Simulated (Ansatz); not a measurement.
Molecule: sum formula FeOFH (charge 0, quintet). The spin state was set by rule; other spins were not relaxed. 
Geometry from a B3LYP-D3(BJ)/def2-TZVP (Ansatz, a first-principles code) optimisation:
SMILES: [OH][Fe][F]
```xyz
4

Fe     0.0098     0.0069    -0.0118
F      1.1358     0.9823    -0.9668
O     -1.1322    -1.0074     0.8995
H     -1.4195    -0.9617     1.8124
```
Charge 0, spin multiplicity 5.

Property: vertical electron affinity (to the quartet state of charge -1; a negative value means that the extra electron is unbound and the number depends on the basis; each state is the SCF solution reached for its spin; the UHF <S^2> is 4.58 for the quartet (pure: 3.75); for the quartet T1 is 0.064), in eV. Cores are frozen in the correlated levels unless marked. UHF or UKS for open shells. No spin-orbit coupling. The frozen core is the preceding noble-gas configuration, with the filled d and f shells of earlier blocks. Non-relativistic. Anions need diffuse functions: def2-D sets add few. Basis-set limits of correlation are two-point, X^-3; Hartree-Fock from the larger set. [CCSD(T)-MP2]/basis is that difference in the basis named.

| level | program | vertical electron affinity (eV) |
|---|---|---|
| HF/def2-TZVPPD | Ansatz | -0.32 |
| SVWN5/def2-TZVPD | Ansatz | 1.57 |
| r2SCAN/def2-TZVPD | Ansatz | 1.18 |
| B3LYP/def2-TZVPD | Ansatz | 1.26 |
| MP2/def2-SVPD | Ansatz | 0.23 |
| RI-MP2/CBS(def2-TZVPPD,def2-QZVPPD) | Ansatz | 0.36 |
| SCS-MP2/def2-SVPD | Ansatz | 0.18 |
| RI-MP2/CBS(def2-TZVPPD,def2-QZVPPD)+[CCSD(T)-MP2]/def2-SVPD | Ansatz | 0.79 |
| RI-MP2/CBS(def2-TZVPPD,def2-QZVPPD)+[CCSD(T)-MP2]/def2-TZVPPD | Ansatz | 0.88 |
